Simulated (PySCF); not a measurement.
Question: Write Cartesian coordinates for `Fc1[bH-]cc(F)cc1` as optimised with PBE0-D3(BJ)/def2-SVP. (Charge -1.)

Answer: 
```xyz
12
C5H4BF2 angstrom
F      2.311   -0.005    1.576
C      1.178    0.054    0.798
B      0.614    1.358    0.277
C     -0.632    1.187   -0.558
C     -1.140   -0.087   -0.774
F     -2.271   -0.234   -1.529
C     -0.578   -1.255   -0.268
C      0.585   -1.168    0.519
H      1.128    2.444    0.515
H     -1.190    2.008   -1.025
H     -1.047   -2.217   -0.489
H      1.037   -2.082    0.924
```

Any rigid rotation of these coordinates is as good. Atoms count from 1 in this order. C5 (aromatic C–F carbon) is planar (angles 124.4°, 119.2° and 116.4°, sum 360.0°, 0.00 Å off the plane of its three neighbours). The 6-membered ring C2–B3–C4–C5–C7–C8 has internal angles of 113.6° to 124.4° (sum 720°, against 720° for a flat polygon); it is planar, 0.00 Å rms from its mean plane, widest ring torsion 0°. The 8 heavy atoms lie in one plane (0.001 Å rms). B3 (three-coordinate boron) is planar (angles 123.7°, 122.7° and 113.6°, sum 360.0°, 0.00 Å off the plane of its three neighbours).

Bonds between heavy atoms (Å): F1–C2 1.376, C2–B3 1.514, B3–C4 1.509, C4–C5 1.389, C5–F6 1.368, C5–C7 1.392, C7–C8 1.406, C2–C8 1.386.

Computed, not measured: PBE0-D3(BJ)/def2-SVP geometry optimisation, gas phase in PySCF 2.14.0.

Point group: Cs (tolerance 0.08 Å). No PBE0-D3(BJ)/def2-SVP frequencies stand behind this structure, so it isn't proved a minimum.

Time: 55 s wall. Hardware: one thread, x86-64 server, on a shared host. This is the geometry optimisation.
